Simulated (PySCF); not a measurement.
2-vinylthiophene, C6H6S.
Numbering: `[CH2:1]=[CH:2][c:3]1[cH:4][cH:5][cH:6][s:7]1`

NICS is the negative of the GIAO shielding at a point without a nucleus: at the ring centre (0) and 1 Å above and below it (1); zz is the component along the ring normal. Level: GIAO PBE0/pcSseg-1 (PySCF, non-relativistic, gas phase) on the GFN2-xTB geometry, one conformer.

Ring bond lengths (Å), with Mayer bond orders in brackets: C3–C4 1.370 (1.50), C4–C5 1.408 (1.28), C5–C6 1.358 (1.57), C6–S7 1.717 (1.17), S7–C3 1.741 (1.14).

Q: What do the NICS probes read (ppm)?

A: 
```csv
ring,type,NICS(0),"NICS(1), two faces","NICS(1)zz, two faces",rms pucker (Å),"centre to ring atoms, mean (Å)"
C3–C4–C5–C6–S7,5-membered ring with S; formal bonds all aromatic,-11.0,-10.2 / -10.2,-23.1 / -23.1,0.00,1.29
```

Q: What can be read from them?

A: 
- C3–C4–C5–C6–S7: mean NICS(1)zz -23.1 ppm, shielded. For a flat ring without four-coordinate atoms the NICS criterion counts such a value as aromatic.

Q: What does the geometric index give? Use HOMA with the parameters of Krygowski (1993).

A: 
- C3–C4–C5–C6–S7: HOMA 0.81; the largest term is that of S7–C3, α(R − Ropt)² = 0.39. The geometric and the magnetic index point the same way.

Q: Give the inner angles of the rings and the Hirshfeld charges of the ring atoms.

A: 
- C3–C4–C5–C6–S7: C3 110.5° (-0.030 e), C4 113.4° (-0.071 e), C5 112.5° (-0.074 e), C6 112.3° (-0.080 e), S7 91.3° (+0.110 e); sum 540.0° against 540° for a flat convex ring.

The values belong to the conformer `[CH2:1]=[CH:2][c:3]1[cH:4][cH:5][cH:6][s:7]1`: C1–C2–C3–C4 180°.
